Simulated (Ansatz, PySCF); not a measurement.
Gas-phase reaction in SMILES: CB(C)Cl [chloro(dimethyl)borane] + 3 [H][H] (H2) -> B (BH3) + 2 C (CH4) + Cl (HCl)
Geometries: B3LYP-D3(BJ)/def2-TZVP minima from Ansatz (a first-principles code). Frequencies are from Ansatz or PySCF.

Wanted: energy of full hydrogenation (enthalpy at 298 K, with B3LYP-D3(BJ) rigid-rotor harmonic-oscillator terms), in kJ/mol. Cores are frozen in the correlated levels unless marked. No spin-orbit coupling. No relativistic terms. CBS(X,Y): correlation extrapolated as X^-3; Hartree-Fock from the larger set.

CCSD(T)/CBS(cc-pV(T+d)Z,cc-pV(Q+d)Z) (Ansatz) gives 86.7 kJ/mol.

Problem. Another calculation gave 73.6 kJ/mol. Which level was it?
A) SVWN5/def2-TZVPD (Ansatz)
B) r2SCANh/def2-TZVPD (Ansatz)
C) HSE06/def2-TZVPD (Ansatz)
D) wB97X/def2-TZVPD (Ansatz)

Solution. D, wB97X/def2-TZVPD (Ansatz). The others give 97.9 (r2SCANh), 122.0 (SVWN5), 85.3 (HSE06) kJ/mol.
